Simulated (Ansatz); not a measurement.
ZnN2H4⁺, that is Zn(NH2)2 with one electron fewer. Charge 1, multiplicity 2. Geometry PBE-D4/def2-TZVP, that of the neutral singlet; atoms count from 1.

| atom | x (Å) | y (Å) | z (Å) |
| --- | --- | --- | --- |
| Zn1 | -0.004 | -0.006 | -0.051 |
| N2 | -1.563 | -0.948 | 0.069 |
| H3 | -1.754 | -1.353 | 0.986 |
| H4 | -2.401 | -0.443 | -0.221 |
| N5 | 1.533 | 0.908 | -0.412 |
| H6 | 2.321 | 0.334 | -0.715 |
| H7 | 1.867 | 1.508 | 0.344 |

Estimate the Mulliken populations from the PBE0/def2-TZVP orbitals of Ansatz.


| atom | charge (e) | spin (α − β) | d electrons |
| --- | --- | --- | --- |
| Zn1 | 0.64 | 0.01 | 10.01 |
| N2 | -0.42 | 0.52 | – |
| H3 | 0.30 | -0.01 | – |
| H4 | 0.30 | -0.01 | – |
| N5 | -0.42 | 0.52 | – |
| H6 | 0.30 | -0.01 | – |
| H7 | 0.30 | -0.01 | – |
Mulliken values and Mayer orders depend strongly on the basis.

Where does the spin sit?

Summed by element: Zn 0.01, N 1.04, H -0.04, of 1 unpaired in all. Largest on single atoms: N2 0.52, N5 0.52, H3 -0.01.

And the Mayer bond orders between bonded heavy atoms (over 0.3)?

Zn1–N2 0.96 (1.82 Å); Zn1–N5 0.96 (1.83 Å). Values over 0.3 also appear between atoms too far apart for a bond (N2–N5 0.42 at 3.64 Å); they arise where an orbital or an unpaired electron spreads over both atoms.
